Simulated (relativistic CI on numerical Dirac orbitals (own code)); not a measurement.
Ni²⁺ in a cubic cluster: 2p photoemission with charge transfer

Computed with a charge-transfer multiplet model of a cubic metal-ligand cluster with up to 2 ligand holes, Slater and spin-orbit integrals from Dirac-Coulomb-Breit ions, Slater integrals scaled by 0.8. The ground state mixes d8 with configurations of k ligand holes L, whose averages lie at kΔ + k(k − 1)U_dd/2; a core hole lowers each added d electron by U_cd. 20 K, Lorentzian 0.6 eV and Gaussian 0.8 eV FWHM.

Atomic integrals in eV (Slater integrals scaled, ζ unscaled), ground: F2dd 9.736, F4dd 6.042, zeta_d 0.080; with the core hole: F2dd 11.178, F4dd 6.982, zeta_d 0.114, zeta_core 11.406, F2cd 6.704, G1cd 5.115, G3cd 2.909.

Cluster parameters (eV): Δ = 5, U_cd = 6.7, 10Dq = 1.25, 10Dq(ligand) = 1.4, V(eg) = 2.2, V(t2g) = -1.04, final-state hopping factor = 0.9.

```tsv
Case	n_d	d8	d9L	d10L2	S
U_dd = 3.9 eV	8.18	0.83	0.17	0.01	1.00
U_dd = 5.3 eV	8.18	0.83	0.17	0.01	1.00
U_dd = 6 eV	8.17	0.83	0.16	0.00	1.00
U_dd = 6.7 eV	8.17	0.83	0.16	0.00	1.00
U_dd = 7.4 eV	8.17	0.83	0.16	0.00	1.00
```

Weights, n_d and S are thermal averages at 20 K. Binding energies count from the first peak over 30 % of the highest in each spectrum, which can be another peak from case to case. The parameters are a model scan and need not match a compound or its usual spin state. Peaks in eV (height, largest 100):
- U_dd = 3.9 eV: 0.0 (100), 4.8 (39), 17.6 (49), 22.4 (22)
- U_dd = 5.3 eV: 0.0 (100), 4.8 (32), 17.6 (49), 22.8 (18)
- U_dd = 6 eV: 0.0 (100), 4.9 (30), 17.7 (50), 23.0 (16)
- U_dd = 6.7 eV: 0.0 (100), 4.9 (28), 17.7 (50), 23.0 (15)
- U_dd = 7.4 eV: 0.0 (100), 4.9 (26), 17.7 (50), 23.1 (14)

Curve for U_dd = 5.3 eV (points under 2 left out, the grid thinned):

| E (eV) | Intensity |
| --- | --- |
| -3.1 | 2.0 |
| -2.5 | 3.1 |
| -2.0 | 4.9 |
| -1.4 | 10.9 |
| -0.9 | 30.2 |
| -0.3 | 87.0 |
| 0.2 | 94.2 |
| 0.8 | 51.2 |
| 1.4 | 29.1 |
| 1.9 | 18.3 |
| 2.5 | 11.0 |
| 3.0 | 9.1 |
| 3.6 | 10.3 |
| 4.1 | 17.5 |
| 4.7 | 31.5 |
| 5.3 | 27.1 |
| 5.8 | 19.1 |
| 6.4 | 12.6 |
| 6.9 | 11.8 |
| 7.5 | 9.5 |
| 8.0 | 5.5 |
| 8.6 | 3.3 |
| 9.1 | 3.3 |
| 9.7 | 3.6 |
| 10.3 | 3.6 |
| 10.8 | 3.1 |
| 11.4 | 2.1 |
| 15.8 | 3.2 |
| 16.4 | 7.8 |
| 16.9 | 22.1 |
| 17.5 | 48.0 |
| 18.1 | 39.2 |
| 18.6 | 24.0 |
| 19.2 | 11.2 |
| 19.7 | 7.5 |
| 20.3 | 5.4 |
| 20.8 | 4.4 |
| 21.4 | 5.5 |
| 22.0 | 9.9 |
| 22.5 | 16.4 |
| 23.1 | 15.8 |
| 23.6 | 9.8 |
| 24.2 | 6.4 |
| 24.7 | 3.4 |
| 26.8 | 2.0 |

For the case U_dd = 6 eV, Δ = 5 eV is smaller than U_dd = 6 eV, the charge-transfer side of the Zaanen-Sawatzky-Allen scheme. With the core hole the average of the configuration with one ligand hole lies at Δ − U_cd = -1.7 eV before mixing: the effective hopping of about 2.7 eV (from the holes of the mixed ground state) is comparable with this gap or larger, so the configurations mix strongly.
